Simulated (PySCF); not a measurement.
Compound: CH9NSi3.
SMILES with atom numbers: `[H]/[N:1]=[CH:2]/[SiH:3]([SiH3:4])[SiH3:5]` (hydrogens: H6 on N1; H7 on C2; H8 on Si3; H9, H10, H11 on Si4; H12, H13, H14 on Si5)

Method: PySCF 2.14.0, PBE0-D3(BJ)/def2-SVP geometry optimisation, gas phase; density fitting, grid level 1; the optimiser is geomeTRIC in internal coordinates, started from a GFN2-xTB structure with every atom displaced at random (about 0.01 Å).

Step 0: E = -26283.0350 eV
```
atom  x, y, z in Å  |  force x, y, z in eV/Å
N1     -1.7869   -1.1114    0.9979   -0.894   1.399   1.602
C2     -1.1254   -1.3548   -0.0286    0.810  -0.314  -0.842
Si3     0.0220    0.0012   -0.6864    0.083  -0.687  -0.074
Si4    -0.7867    2.0434    0.0160   -0.810  -0.125   0.383
Si5     2.1796   -0.6240   -0.0149   -0.304   0.450   0.440
H6     -2.4074   -1.8318    1.3468   -0.100  -0.694  -0.058
H7     -1.1337   -2.3332   -0.5268   -0.048  -0.412  -0.363
H8     -0.0306   -0.1637   -2.1528    0.072   0.130  -0.501
H9     -2.2758    2.0728    0.1825    0.045  -0.237  -0.125
H10    -0.4764    3.0980   -0.9276    0.353   0.602  -0.696
H11    -0.2419    2.4454    1.3076    0.394   0.085   0.627
H12     2.4182   -2.0650    0.0264   -0.129  -0.718  -0.111
H13     3.1787   -0.0472   -0.8984    0.555   0.372  -0.557
H14     2.4647   -0.1302    1.3526   -0.028   0.148   0.275
```

Step 1: E = -26283.2513 eV
```
atom  x, y, z in Å  |  force x, y, z in eV/Å
N1     -1.8232   -1.0704    1.0576    0.139   0.129  -0.169
C2     -1.1707   -1.3577    0.0007   -0.088  -0.129   0.164
Si3     0.0076   -0.0618   -0.7371    0.065   0.160   0.020
Si4    -0.7531    2.0173    0.0410   -0.001  -0.043  -0.144
Si5     2.1907   -0.5412   -0.0097   -0.032  -0.106  -0.051
H6     -2.4121   -1.8503    1.3708    0.019  -0.061  -0.025
H7     -1.2418   -2.3470   -0.5004   -0.027  -0.014   0.024
H8     -0.0140   -0.1758   -2.2344   -0.029   0.015   0.043
H9     -2.2416    1.9510    0.0982   -0.035   0.096   0.029
H10    -0.3412    3.0909   -0.9225   -0.005  -0.019   0.069
H11    -0.1854    2.3400    1.3848   -0.027  -0.032  -0.007
H12     2.3538   -2.0311   -0.0195    0.089   0.033   0.020
H13     3.2176    0.0687   -0.9135   -0.046  -0.011   0.015
H14     2.4119   -0.0330    1.3781   -0.023  -0.018   0.013
```

Step 2: E = -26283.2607 eV
```
atom  x, y, z in Å  |  force x, y, z in eV/Å
N1     -1.7892   -1.0287    1.0409   -0.087  -0.149   0.060
C2     -1.1655   -1.3738   -0.0128    0.152   0.176  -0.058
Si3     0.0048   -0.0669   -0.7470    0.054   0.022  -0.096
Si4    -0.7689    2.0065    0.0345   -0.036  -0.066  -0.041
Si5     2.1843   -0.5543   -0.0116   -0.026  -0.041  -0.023
H6     -2.3732   -1.7951    1.3959   -0.053  -0.006   0.044
H7     -1.2508   -2.3745   -0.4886   -0.038   0.004   0.091
H8     -0.0130   -0.1691   -2.2427    0.002   0.018  -0.019
H9     -2.2609    1.9768    0.0844    0.005   0.047  -0.004
H10    -0.3334    3.0926   -0.8993    0.020   0.002   0.012
H11    -0.2142    2.3022    1.3885   -0.011  -0.017   0.018
H12     2.3864   -2.0381   -0.0296    0.035   0.010   0.002
H13     3.2050    0.0796   -0.9017   -0.002   0.013  -0.001
H14     2.3872   -0.0577    1.3833   -0.014  -0.012   0.013
```

Q: Estimate the geometry and energy of step 3. (The exact step hangs on the optimiser's Hessian estimate; all steps are aligned on step 2, rigid shifts and turns removed.)

A: E = -26283.2678 eV, largest force 0.121 eV/Å
```
atom  x, y, z in Å  |  force x, y, z in eV/Å
N1     -1.7972   -1.0455    1.0553   -0.064  -0.001   0.103
C2     -1.1634   -1.3677    0.0011    0.050  -0.009  -0.080
Si3     0.0012   -0.0640   -0.7555   -0.022  -0.029  -0.007
Si4    -0.7714    2.0101    0.0208   -0.018  -0.019   0.036
Si5     2.1781   -0.5605   -0.0177   -0.004   0.020   0.015
H6     -2.3665   -1.8283    1.4025    0.001   0.047   0.002
H7     -1.2449   -2.3737   -0.4619    0.036  -0.007  -0.013
H8     -0.0165   -0.1631   -2.2507   -0.025  -0.019  -0.015
H9     -2.2648    2.0289    0.0606    0.023  -0.008  -0.027
H10    -0.3013    3.0991   -0.8893    0.032   0.019  -0.023
H11    -0.2289    2.2804    1.3845   -0.005  -0.008   0.032
H12     2.4144   -2.0380   -0.0378   -0.015  -0.009  -0.018
H13     3.1926    0.0919   -0.8995    0.021   0.029  -0.010
H14     2.3670   -0.0701    1.3818   -0.009  -0.006   0.006
```

The energy changes by -0.0071 eV. The first-order estimate −F·Δx gives -0.0143 eV and the mean of the old and new forces, exact on a quadratic surface, -0.0071 eV. The step makes an angle of 67° with the force vector and moves no atom by more than 0.057 Å.

What follows is the cost of the whole optimisation. On one thread, Arm Neoverse V2 (aarch64), shared host, this took 77 s and 0.49 GiB of memory at its peak.
